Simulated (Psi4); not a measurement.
AlI3 (SMILES [I][Al]([I])[I]), singlet, geometry from GFN2-xTB (such geometries of metal compounds can be far from the true shape) (core potentials on I), with bond 3-1 at 3.0 times its length; HF/def2-SV(P) (Psi4).

Here is a job for Psi4.
```
memory 2 GB

molecule {
0 1
  Al   -0.00000000   -0.00000000   -0.00000000
  I    -2.05711704   -1.44131268   -0.05276184
  I     0.01978239    6.66920289   -3.51118368
  I     2.05052292   -0.78175495    1.22315640
}

set basis def2-sv(p)
set reference uhf
set stability_analysis follow
set scf_type pk

energy('scf')
print_variables()
```

Output, abridged:

```
   => Loading Basis Set <=

    Name: DEF2-SV(P)
    Role: ORBITAL
    Keyword: BASIS

    !!!  WARNING: ECP capability is in beta. Please check occupations closely.  !!!

         ---------------------------------------------------------
                                   SCF
               by Justin Turney, Rob Parrish, Andy Simmonett
                          and Daniel G. A. Smith
                              UHF Reference
         ---------------------------------------------------------

  ==> Geometry <==

    Molecular point group: cs
    Full point group: Cs

    Geometry (in Angstrom), charge = 0, multiplicity = 1:

       Center              X                  Y                   Z               Mass
    ------------   -----------------  -----------------  -----------------  -----------------
         AL          -1.564047160876     0.004348864736     0.000000000000    26.981538530000
         I           -2.814167000835     2.183591153994     0.000000000000   126.904471900000
         I            5.972970165464    -0.016607950084     0.000000000000   126.904471900000
         I           -2.826266429697    -2.167907829021     0.000000000000   126.904471900000

  Running in cs symmetry.

  Rotational constants: A =      0.01403  B =      0.00255  C =      0.00216 [cm^-1]
  Rotational constants: A =    420.61924  B =     76.43076  C =     64.67810 [MHz]
  Nuclear repulsion =  308.755806091627562

  Charge       = 0
  Multiplicity = 1
  Electrons    = 88
  Nalpha       = 44
  Nbeta        = 44

  ==> Algorithm <==

  SCF Algorithm Type is PK.
  DIIS enabled.
  MOM disabled.
  Fractional occupation disabled.
  Guess Type is SAD.
  Energy threshold   = 1.00e-06
  Density threshold  = 1.00e-06
  Integral threshold = 1.00e-12

  ==> Primary Basis <==

  Basis Set: DEF2-SV(P)
    Blend: DEF2-SV(P)
    Number of shells: 38
    Number of basis functions: 96
    Number of Cartesian functions: 103
    Spherical Harmonics?: true
    Max angular momentum: 2

  Core potential: DEF2-SV(P)
    Number of shells: 12
    Number of ECP primitives: 87
    Number of ECP core electrons: 84
    Max angular momentum: 3

  ==> Integral Setup <==

  Using in-core PK algorithm.
   Calculation information:
      Number of atoms:                   4
      Number of AO shells:              38
      Number of primitives:             87
      Number of atomic orbitals:       103
      Number of basis functions:        96

      Integral cutoff                 1.00e-12
      Number of threads:                 1

  Performing in-core PK
  Using 21682992 doubles for integral storage.
  We computed 117264 shell quartets total.
  Whereas there are 274911 unique shell quartets.

  ==> DiskJK: Disk-Based J/K Matrices <==

    J tasked:                  Yes
    K tasked:                  Yes
    wK tasked:                  No
    Schwarz Cutoff:          1E-12

  Minimum eigenvalue in the overlap matrix is 1.9649805470E-02.
  Reciprocal condition number of the overlap matrix is 5.5621168529E-03.
    Using symmetric orthogonalization.

  ==> Pre-Iterations <==

  SCF Guess: Superposition of Atomic Densities via on-the-fly atomic UHF (no occupation information).

   -------------------------
    Irrep   Nso     Nmo
   -------------------------
     A'        67      67
     A"        29      29
   -------------------------
    Total      96      96
   -------------------------

  ==> Iterations <==

                        Total Energy        Delta E     RMS |[F,P]|

   @UHF iter SAD: -1121.08650527576538   -1.12109e+03   0.00000e+00
   @UHF iter   1: -1131.45410457015191   -1.03676e+01   9.13590e-03 ADIIS/DIIS
   @UHF iter   2: -1129.04038762411574    2.41372e+00   1.31160e-02 ADIIS/DIIS
   @UHF iter   3: -1131.66297132191517   -2.62258e+00   4.34387e-03 ADIIS/DIIS
   @UHF iter   4: -1131.72431967279704   -6.13484e-02   2.15335e-03 ADIIS/DIIS
    Occupation by irrep:
             Ap   App
    DOCC [    32,   12 ]
    SOCC [     0,    0 ]
    NA   [    32,   12 ]
    NB   [    32,   12 ]

   @UHF iter   5: -1131.74679488235506   -2.24752e-02   5.41975e-04 ADIIS/DIIS
   @UHF iter   6: -1131.42774411105620    3.19051e-01   5.46513e-03 ADIIS/DIIS
    Occupation by irrep:
             Ap   App
    DOCC [    31,   13 ]
    SOCC [     0,    0 ]
    NA   [    31,   13 ]
    NB   [    31,   13 ]

   @UHF iter   7: -1131.43183362325408   -4.08951e-03   5.38703e-03 ADIIS/DIIS
   @UHF iter   8: -1131.74670874290314   -3.14875e-01   7.46620e-04 ADIIS/DIIS
    Occupation by irrep:
             Ap   App
    DOCC [    32,   12 ]
    SOCC [     0,    0 ]
    NA   [    32,   12 ]
    NB   [    32,   12 ]

   @UHF iter   9: -1131.74942498612404   -2.71624e-03   6.41212e-04 ADIIS/DIIS
   @UHF iter  10: -1131.45369537772240    2.95730e-01   4.95907e-03 ADIIS/DIIS
   @UHF iter  11: -1131.45513588813901   -1.44051e-03   4.92782e-03 ADIIS/DIIS
   @UHF iter  12: -1131.45527846981349   -1.42582e-04   4.92486e-03 ADIIS/DIIS
   @UHF iter  13: -1131.45655885299311   -1.28038e-03   4.90096e-03 ADIIS/DIIS
    Occupation by irrep:
             Ap   App
    DOCC [    31,   13 ]
    SOCC [     0,    0 ]
    NA   [    31,   13 ]
    NB   [    31,   13 ]

   @UHF iter  14: -1131.45643933860515    1.19514e-04   4.90182e-03 ADIIS/DIIS
    Occupation by irrep:
             Ap   App
    DOCC [    32,   12 ]
    SOCC [     0,    0 ]
    NA   [    32,   12 ]
    NB   [    32,   12 ]

   @UHF iter  15: -1131.74287173133030   -2.86432e-01   1.10866e-03 ADIIS/DIIS
   @UHF iter  16: -1131.44821233665198    2.94659e-01   5.07192e-03 ADIIS/DIIS
    Occupation by irrep:
             Ap   App
    DOCC [    31,   13 ]
    SOCC [     0,    0 ]
    NA   [    31,   13 ]
    NB   [    31,   13 ]

   @UHF iter  17: -1131.45586731655794   -7.65498e-03   4.91614e-03 ADIIS/DIIS
    Occupation by irrep:
             Ap   App
    DOCC [    32,   12 ]
    SOCC [     0,    0 ]
    NA   [    32,   12 ]
    NB   [    32,   12 ]

[...]

   @UHF iter  59: -1131.74688255135061   -3.02943e-01   7.37852e-04 ADIIS/DIIS
   @UHF iter  60: -1131.44016303476519    3.06720e-01   5.22201e-03 ADIIS/DIIS
   @UHF iter  61: -1131.45257962351639   -1.24166e-02   4.97830e-03 ADIIS/DIIS
    Occupation by irrep:
             Ap   App
    DOCC [    31,   13 ]
    SOCC [     0,    0 ]
    NA   [    31,   13 ]
    NB   [    31,   13 ]

   @UHF iter  62: -1131.45062378781427    1.95584e-03   5.01798e-03 ADIIS/DIIS
   @UHF iter  63: -1131.74167917637374   -2.91055e-01   1.19915e-03 ADIIS/DIIS
   @UHF iter  64: -1131.74086134330832    8.17833e-04   1.25552e-03 ADIIS/DIIS
    Occupation by irrep:
             Ap   App
    DOCC [    32,   12 ]
    SOCC [     0,    0 ]
    NA   [    32,   12 ]
    NB   [    32,   12 ]

   @UHF iter  65: -1131.73891391081361    1.94743e-03   1.41103e-03 ADIIS/DIIS
   @UHF iter  66: -1131.45868636394107    2.80228e-01   4.85322e-03 ADIIS/DIIS
   @UHF iter  67: -1131.45880648012462   -1.20116e-04   4.85072e-03 ADIIS/DIIS
   @UHF iter  68: -1131.45355185749281    5.25462e-03   4.96053e-03 ADIIS/DIIS
   @UHF iter  69: -1131.45443121787412   -8.79360e-04   4.94153e-03 ADIIS/DIIS
   @UHF iter  70: -1131.44872259801696    5.70862e-03   5.05638e-03 ADIIS/DIIS
   @UHF iter  71: -1131.44835384078556    3.68757e-04   5.06425e-03 ADIIS/DIIS
   @UHF iter  72: -1131.44612226770005    2.23157e-03   5.10610e-03 ADIIS/DIIS
   @UHF iter  73: -1131.45140108186706   -5.27881e-03   5.00229e-03 ADIIS/DIIS
    Occupation by irrep:
             Ap   App
    DOCC [    31,   13 ]
    SOCC [     0,    0 ]
    NA   [    31,   13 ]
    NB   [    31,   13 ]

   @UHF iter  74: -1131.45111557245923    2.85509e-04   5.00695e-03 ADIIS/DIIS
   @UHF iter  75: -1131.71647098741073   -2.65355e-01   2.57089e-03 ADIIS/DIIS
    Occupation by irrep:
             Ap   App
    DOCC [    32,   12 ]
    SOCC [     0,    0 ]
    NA   [    32,   12 ]
    NB   [    32,   12 ]

   @UHF iter  76: -1131.68695057593391    2.95204e-02   3.56058e-03 ADIIS/DIIS
   @UHF iter  77: -1131.43672985402986    2.50221e-01   5.29003e-03 ADIIS/DIIS
   @UHF iter  78: -1131.44177294500651   -5.04309e-03   5.19356e-03 ADIIS/DIIS
   @UHF iter  79: -1131.43734994800866    4.42300e-03   5.27920e-03 ADIIS/DIIS
   @UHF iter  80: -1131.43303867105647    4.31128e-03   5.36430e-03 ADIIS/DIIS
   @UHF iter  81: -1131.43940954178834   -6.37087e-03   5.24188e-03 ADIIS/DIIS
   @UHF iter  82: -1131.44230133112819   -2.89179e-03   5.18407e-03 ADIIS/DIIS
   @UHF iter  83: -1131.44123606708740    1.06526e-03   5.20510e-03 ADIIS/DIIS
   @UHF iter  84: -1131.43775262447571    3.48344e-03   5.27271e-03 ADIIS/DIIS
    Occupation by irrep:
             Ap   App
    DOCC [    31,   13 ]
    SOCC [     0,    0 ]
    NA   [    31,   13 ]
    NB   [    31,   13 ]

   @UHF iter  85: -1131.44211593612931   -4.36331e-03   5.18807e-03 ADIIS/DIIS
   @UHF iter  86: -1131.67683188889578   -2.34716e-01   3.83939e-03 ADIIS/DIIS
   @UHF iter  87: -1131.67193636363072    4.89553e-03   3.96873e-03 ADIIS/DIIS
    Occupation by irrep:
             Ap   App
    DOCC [    32,   12 ]
    SOCC [     0,    0 ]
    NA   [    32,   12 ]
    NB   [    32,   12 ]

   @UHF iter  88: -1131.73544163227666   -6.35053e-02   1.63268e-03 ADIIS/DIIS
   @UHF iter  89: -1131.44890019276318    2.86541e-01   5.05012e-03 ADIIS/DIIS
   @UHF iter  90: -1131.44968921488544   -7.89022e-04   5.03557e-03 ADIIS/DIIS
   @UHF iter  91: -1131.45203992101665   -2.35071e-03   4.98812e-03 ADIIS/DIIS
   @UHF iter  92: -1131.43833236906971    1.37076e-02   5.26009e-03 ADIIS/DIIS
   @UHF iter  93: -1131.44129962901184   -2.96726e-03   5.20269e-03 ADIIS/DIIS
   @UHF iter  94: -1131.44033314155831    9.66487e-04   5.22447e-03 ADIIS/DIIS
   @UHF iter  95: -1131.43896233785017    1.37080e-03   5.24959e-03 ADIIS/DIIS
   @UHF iter  96: -1131.44176007374222   -2.79774e-03   5.19597e-03 ADIIS/DIIS
    Occupation by irrep:
             Ap   App
    DOCC [    31,   13 ]
    SOCC [     0,    0 ]
    NA   [    31,   13 ]
    NB   [    31,   13 ]

   @UHF iter  97: -1131.44204371038586   -2.83637e-04   5.18834e-03 ADIIS/DIIS
   @UHF iter  98: -1131.71562285364553   -2.73579e-01   2.60650e-03 ADIIS/DIIS
    Occupation by irrep:
             Ap   App
    DOCC [    32,   12 ]
    SOCC [     0,    0 ]
    NA   [    32,   12 ]
    NB   [    32,   12 ]

   @UHF iter  99: -1131.69085995886917    2.47629e-02   3.45057e-03 ADIIS/DIIS
   @UHF iter 100: -1131.43308084199816    2.57779e-01   5.36045e-03 ADIIS/DIIS

PsiException: Could not converge SCF iterations in 100 iterations.

  Failed to converge.

Traceback (most recent call last):
  File "psi4", line 375, in <module>
  File "<string>", line 27, in <module>
  File "site-packages/psi4/driver/driver.py", line 533, in energy
  File "site-packages/psi4/driver/procrouting/proc.py", line 2760, in run_scf
  File "site-packages/psi4/driver/procrouting/proc.py", line 2047, in scf_helper
  File "site-packages/psi4/driver/procrouting/scf_proc/scf_iterator.py", line 93, in scf_compute_energy
  File "site-packages/psi4/driver/procrouting/scf_proc/scf_iterator.py", line 86, in scf_compute_energy
  File "site-packages/psi4/driver/procrouting/scf_proc/scf_iterator.py", line 609, in scf_iterate

psi4.driver.p4util.exceptions.SCFConvergenceError: Could not converge SCF iterations in 100 iterations.

Printing out the relevant lines from the Psithon --> Python processed input file:
    core.IO.set_default_namespace("")
    core.set_global_option("BASIS", "def2-sv(p)")
    core.set_global_option("REFERENCE", "uhf")
    core.set_global_option("STABILITY_ANALYSIS", "follow")
    core.set_global_option("SCF_TYPE", "pk")
--> energy('scf')
    print_variables()

!-------------------------------------------------------!
!                                                       !
!  Could not converge SCF iterations in 100 iterations. !
!                                                       !
!-------------------------------------------------------!
```

Convergence was not reached.
